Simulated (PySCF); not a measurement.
F$_{4}$Te, charge +1, doublet, geometry from GFN2-xTB (a state made from the parent by changing its charge; the spin is typed, not shown lowest) (all electrons, no relativity); TPSS/STO-3G in PySCF.

Input for PySCF:
```python
from pyscf import gto, scf, dft

mol = gto.M(
    atom='''
Te   -0.010619    0.002950    0.285052
F     1.148513    1.604090    0.113908
F     1.185321   -0.837462   -0.859619
F    -1.155039   -1.602277    0.061281
F    -1.117443    0.818604   -0.962539
''',
    basis='sto-3g',
    charge=1,
    spin=1,
    verbose=4,
)

mf = dft.UKS(mol)
mf.xc = 'tpss'
mf.kernel()
mf.analyze()
```

What the program printed (banner, timings and long lists left out):

```
PySCF version 2.14.0

[INPUT] verbose = 4
[INPUT] num. atoms = 5
[INPUT] num. electrons = 87
[INPUT] charge = 1
[INPUT] spin (= nelec alpha-beta = 2S) = 1
[INPUT] symmetry False subgroup None
[INPUT] Mole.unit = angstrom
[INPUT] Symbol           X                Y                Z      unit          X                Y                Z       unit  Magmom
[...]
nuclear repulsion = 607.612184145919
number of shells = 23
number of NR pGTOs = 141
number of NR cGTOs = 47
basis = sto-3g
ecp = {}

******** <class 'pyscf.dft.uks.UKS'> ********
method = UKS
initial guess = minao
damping factor = 0
level_shift factor = 0
DIIS = <class 'pyscf.scf.diis.CDIIS'>
diis_start_cycle = 1
diis_space = 8
diis_damp = 0
SCF conv_tol = 1e-09
SCF conv_tol_grad = None
SCF max_cycles = 50
direct_scf = True
direct_scf_tol = 1e-13
number electrons alpha = 44  beta = 43
XC library pyscf.dft.libxc version 7.1.2
    S. Lehtola, C. Steigemann, M. J. T. Oliveira, and M. A. L. Marques,  SoftwareX 7, 1–5 (2018)
XC functionals = tpss
    J. Tao, J. P. Perdew, V. N. Staroverov, and G. E. Scuseria,  Phys. Rev. Lett. 91, 146401 (2003)
    J. P. Perdew, J. Tao, V. N. Staroverov, and G. E. Scuseria,  J. Chem. Phys. 120, 6898 (2004)
    J. Tao, J. P. Perdew, V. N. Staroverov, and G. E. Scuseria,  Phys. Rev. Lett. 91, 146401 (2003)
    J. P. Perdew, J. Tao, V. N. Staroverov, and G. E. Scuseria,  J. Chem. Phys. 120, 6898 (2004)
radial grids:
    Treutler-Ahlrichs [JCP 102, 346 (1995); DOI:10.1063/1.469408] (M4) radial grids

becke partition: Becke, JCP 88, 2547 (1988); DOI:10.1063/1.454033
pruning grids: <function nwchem_prune>
grids dens level: 3
symmetrized grids: False
atomic radii adjust function: <function treutler_atomic_radii_adjust>
small_rho_cutoff = 0
Set gradient conv threshold to 3.16228e-05
tot grids = 79008
init E= -6923.2294339587

cycle= 1 E= -6942.07008034693  delta_E= -18.8  |g|= 0.287  |ddm|= 2.32
cycle= 2 E= -6941.95631575164  delta_E= 0.114  |g|= 0.467  |ddm|=  1.4
cycle= 3 E= -6942.07160626889  delta_E= -0.115  |g|= 0.308  |ddm|= 1.07
cycle= 4 E= -6942.15102829169  delta_E= -0.0794  |g|= 0.0483  |ddm|= 0.637
cycle= 5 E= -6942.15307459865  delta_E= -0.00205  |g|= 0.0142  |ddm|= 0.129
cycle= 6 E= -6942.15283087298  delta_E= 0.000244  |g|= 0.0223  |ddm|= 0.0526
cycle= 7 E= -6942.15326417139  delta_E= -0.000433  |g|= 0.00134  |ddm|= 0.0419
cycle= 8 E= -6942.1532659906  delta_E= -1.82e-06  |g|= 0.000187  |ddm|= 0.00346
[...]
converged SCF energy = -6942.15326603196  <S^2> = 0.75764635  2S+1 = 2.0076318
Total Energy =                       -6942.153266031962630
[...]
spin_pop of  0 Te 3s        0.00002
spin_pop of  0 Te 4s        0.00009
spin_pop of  0 Te 5s        0.09196
spin_pop of  0 Te 2px      -0.00000
spin_pop of  0 Te 2py      -0.00000
spin_pop of  0 Te 2pz       0.00000
spin_pop of  0 Te 3px      -0.00000
spin_pop of  0 Te 3py      -0.00000
spin_pop of  0 Te 3pz       0.00000
spin_pop of  0 Te 4px      -0.00001
spin_pop of  0 Te 4py      -0.00001
spin_pop of  0 Te 4pz       0.00005
spin_pop of  0 Te 5px      -0.01127
spin_pop of  0 Te 5py      -0.02149
spin_pop of  0 Te 5pz       0.09401
spin_pop of  0 Te 3dxy      0.00000
spin_pop of  0 Te 3dyz     -0.00000
spin_pop of  0 Te 3dz^2     0.00000
spin_pop of  0 Te 3dxz     -0.00000
spin_pop of  0 Te 3dx2-y2    0.00000
spin_pop of  0 Te 4dxy      0.00022
spin_pop of  0 Te 4dyz     -0.00003
spin_pop of  0 Te 4dz^2     0.00025
spin_pop of  0 Te 4dxz     -0.00004
spin_pop of  0 Te 4dx2-y2    0.00003
spin_pop of  1 F 1s        0.00000
spin_pop of  1 F 2s       -0.00072
spin_pop of  1 F 2px       0.06635
spin_pop of  1 F 2py       0.10594
spin_pop of  1 F 2pz       0.21599
spin_pop of  2 F 1s       -0.00000
spin_pop of  2 F 2s        0.00025
spin_pop of  2 F 2px      -0.00431
spin_pop of  2 F 2py      -0.00583
spin_pop of  2 F 2pz       0.04545
spin_pop of  3 F 1s        0.00000
spin_pop of  3 F 2s       -0.00072
spin_pop of  3 F 2px       0.04936
spin_pop of  3 F 2py       0.11251
spin_pop of  3 F 2pz       0.22639
spin_pop of  4 F 1s       -0.00000
spin_pop of  4 F 2s        0.00025
spin_pop of  4 F 2px      -0.00179
spin_pop of  4 F 2py      -0.00533
spin_pop of  4 F 2pz       0.04245
 ** Mulliken Spin Density (per atom)  **
spin density of  0 Te =      0.15377
spin density of  1 F =      0.38755
spin density of  2 F =      0.03556
spin density of  3 F =      0.38753
spin density of  4 F =      0.03558
 ** Mulliken pop alpha/beta on meta-lowdin orthogonal AOs **
 ** Mulliken pop       alpha | beta **
In total            44.00000 | 43.00000
 ** Mulliken atomic charges   ( Nelec_alpha | Nelec_beta ) **
charge of  0Te =      1.20922  (    25.47228     25.31851 )
charge of  1F =     -0.02076  (     4.70416      4.31661 )
charge of  2F =     -0.08384  (     4.55970      4.52414 )
charge of  3F =     -0.02077  (     4.70415      4.31662 )
charge of  4F =     -0.08384  (     4.55971      4.52413 )

WARN: System has nonzero charge 1; the dipole moment is origin-dependent.
Location of origin: [0. 0. 0.]

Dipole moment(X, Y, Z, Debye): -0.02328,  0.00654,  0.62475
```
